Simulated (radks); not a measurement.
Task: Ge XIX, 14 electrons, occupied as [Ne] 3s2 3p2 (the NIST ground configuration). Method: scalar-relativistic Kohn-Sham, exchange-only LDA, spin-polarised, spherical densities, point nucleus; open shells are filled with parallel spins first; computed with a radial shooting solver on a logarithmic mesh with Libxc functionals. Some entries of the table are withheld. Estimate them.

orbital,occ.,eigenvalue (eV),<r^2> (bohr^2),r(max) (bohr)
1s up,1,-11646.61,0.002981,0.03078
1s down,1,-11644.15,0.002980,0.03077
2s up,1,(1),0.05098,0.1755
2s down,1,(2),0.05086,0.1755
2p up,3,-1887.931,0.04023,0.1404
2p down,3,-1884.971,0.04016,0.1405
3s up,1,-732.5566,0.3184,0.4948
3s down,1,-722.9446,0.3201,0.4948
3p up,2,-680.1927,0.3102,0.4807
3p down,0,-670.6128,0.3119,0.4807

Result: 
(1) 2s up eigenvalue (eV): -2054.040
(2) 2s down eigenvalue (eV): -2051.516
